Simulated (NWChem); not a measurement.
GaCl2F; SMILES [F][Ga]([Cl])[Cl]

```xyz
4

Ga     0.0000     0.0000     0.2513
F      0.0000     0.0000     1.9870
Cl    -1.8591     0.0000    -0.7551
Cl     1.8591     0.0000    -0.7551
```
Atoms are numbered in this order, from 1.

Results from NWChem. Coordinates come from a PBE0/def2-SVP optimisation. Total energies compare along this basis series because the functional is fixed.

| level | basis functions | energy (Ha) | highest occupied level (eV) | orbital gap (eV) | dipole (D) | relative time |
|---|---|---|---|---|---|---|
| Hartree-Fock/def2-SVP | 82 | -2941.2320 | -13.00 | 14.59 | 0.93 | 1 |
| Hartree-Fock/def2-SVPD | 115 | -2941.2529 | -13.20 | 13.79 | 0.92 | 1 |
| Hartree-Fock/def2-TZVP | 153 | -2941.9250 | -13.09 | 14.56 | 0.87 | 4 |
| Hartree-Fock/def2-TZVPP | 163 | -2941.9250 | -13.09 | 14.56 | 0.87 | 6 |
| Hartree-Fock/def2-QZVP | 272 | -2941.9951 | -13.10 | 14.21 | 0.90 | 20 |

The last column is a rough cost ratio, cheapest run = 1.
